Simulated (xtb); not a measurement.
xtb input (GFN-FF):

```bash
xtb mol.xyz --gfnff --opt tight --chrg 0 --uhf 0
```
mol.xyz:
```
2

Y     -0.00000000    -0.00000000    -0.72850452
Cl     0.00000000     0.00000000     1.67127508
```

End of the output:

```
         :::::::::::::::::::::::::::::::::::::::::::::::::::::
         ::                     SUMMARY                     ::
         :::::::::::::::::::::::::::::::::::::::::::::::::::::
         :: total energy              -0.236341851474 Eh    ::
         :: gradient norm              0.000001289423 Eh/a0 ::
         ::.................................................::
         :: bond energy               -0.158275226501 Eh    ::
         :: angle energy               0.000000000000 Eh    ::
         :: torsion energy             0.000000000000 Eh    ::
         :: repulsion energy           0.003014174826 Eh    ::
         :: electrostat energy        -0.080331507706 Eh    ::
         :: dispersion energy         -0.000749292093 Eh    ::
         :: HB energy                  0.000000000000 Eh    ::
         :: XB energy                  0.000000000000 Eh    ::
         :: bonded atm energy          0.000000000000 Eh    ::
         :: external energy            0.000000000000 Eh    ::
         :: add. restraining           0.000000000000 Eh    ::
         :: total charge               0.000000000000 e     ::
         :::::::::::::::::::::::::::::::::::::::::::::::::::::

           -------------------------------------------------
          |                Property Printout                |
           -------------------------------------------------

molecular dipole:
                 x           y           z       tot (Debye)
 q only:        0.000       0.000      -1.767       4.493
           -------------------------------------------------
          |                Geometry Summary                 |
           -------------------------------------------------

      molecular mass/u    :      124.3587779
   center of mass at/Å    :        0.0000000       0.0000000      -0.0256583
  moments of inertia/u·Å² :        0.0000000E+00   0.1355706E+03   0.1355706E+03
rotational constants/cm⁻¹ :             Infinity   0.1243458E+00   0.1243458E+00

 * 1 selected distances

     #   Z          #   Z                                           value/Å
     0   0          0   0                                         0.0000000 (max)

 * 0 distinct bonds (by element types)

   Z      Z             #   av. dist./Å        max./Å        min./Å

optimized geometry written to: xtbopt.xyz

           -------------------------------------------------
          | TOTAL ENERGY               -0.236341851474 Eh   |
          | GRADIENT NORM               0.000001289423 Eh/α |
           -------------------------------------------------
########################################################################
[WARNING] Runtime exception occurred
-1- gfnff_setup: Could not read topology file.
########################################################################

------------------------------------------------------------------------
------------------------------------------------------------------------
 total:
 SCF:
 ANC optimizer:
```
